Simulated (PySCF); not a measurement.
## Electronic structure of Cu⁻ (copper, charge -1) at the M06-L level

Configuration: [Ar] 3d10 4s2, closed-shell 1S. Calculation: PySCF 2.14, in aug-cc-pwCVDZ-PP with ECP10MDF; scalar relativity through the core potential.

```
Total energy                : -197.3558 hartree
One-electron energy         : -359.8922 hartree
Hartree (Coulomb) energy    : 181.6510 hartree
Exchange-correlation energy : -19.1146 hartree
⟨S²⟩                        : 0.0000
⟨L²⟩                        : 0.000
Sum of ⟨r⟩                  : 23.83 bohr
Sum of ⟨r²⟩                 : 54.19 bohr²
```

```json
{"shell": "3s", "electrons": "2", "mean orbital energy (hartree)": "-4.18153", "rms radius, mean of both spins (bohr)": "0.765"}
{"shell": "3p", "electrons": "6", "mean orbital energy (hartree)": "-2.53615", "rms radius, mean of both spins (bohr)": "0.813"}
{"shell": "4s", "electrons": "2", "mean orbital energy (hartree)": "0.03845", "rms radius, mean of both spins (bohr)": "4.02"}
{"shell": "3d", "electrons": "10", "mean orbital energy (hartree)": "0.05901", "rms radius, mean of both spins (bohr)": "1.29"}
```

Energies and moments cover only the electrons outside the core potential. At M06-L the highest occupied level has a positive energy, so only the finite basis holds that electron; in a semilocal or global hybrid functional this comes from self-interaction and does not mean that the real anion is unbound.
